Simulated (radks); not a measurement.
The numbers below are computed, except where a source is named.
Q: The cadmium ion Cd0.75+, configuration [Ar] 3d9.25 4s2 4p6 4d10 5s2 (fractional occupations, a model configuration). Level of theory: Dirac Kohn-Sham, PBE, spin-unpolarised, spherical densities, finite nucleus; open shells are shared between the two j in proportion to 2j + 1; Fermi nuclear charge, rms radius 4.6087 fm (a radial shooting solver on a logarithmic mesh with Libxc functionals). Some entries of the table are withheld. Estimate them.

orbital  occ.  eigenvalue (hartree)  r(max) (bohr)
1s1/2       2             -975.4481        0.01968
2s1/2       2             -145.9145         0.1113
2p1/2       2             -135.9355        0.08597
2p3/2       4             -128.8619        0.09031
3s1/2       2                   (1)         0.3231
3p1/2       2                   (2)         0.3093
3p3/2       4                   (3)         0.3192
3d3/2     3.7                   (4)         0.2625
3d5/2    5.55                   (5)         0.2653
4s1/2       2              -4.37174         0.7865
4p1/2       2              -3.07069         0.8166
4p3/2       4              -2.84627         0.8407
4d3/2       4              -0.84174         0.9431
4d5/2       6              -0.81273         0.9530
5s1/2       2                   (6)          2.186

A: 
(1) 3s1/2 eigenvalue (hartree): -27.94056
(2) 3p1/2 eigenvalue (hartree): -23.95510
(3) 3p3/2 eigenvalue (hartree): -22.67313
(4) 3d3/2 eigenvalue (hartree): -15.65498
(5) 3d5/2 eigenvalue (hartree): -15.39263
(6) 5s1/2 eigenvalue (hartree): -0.45013
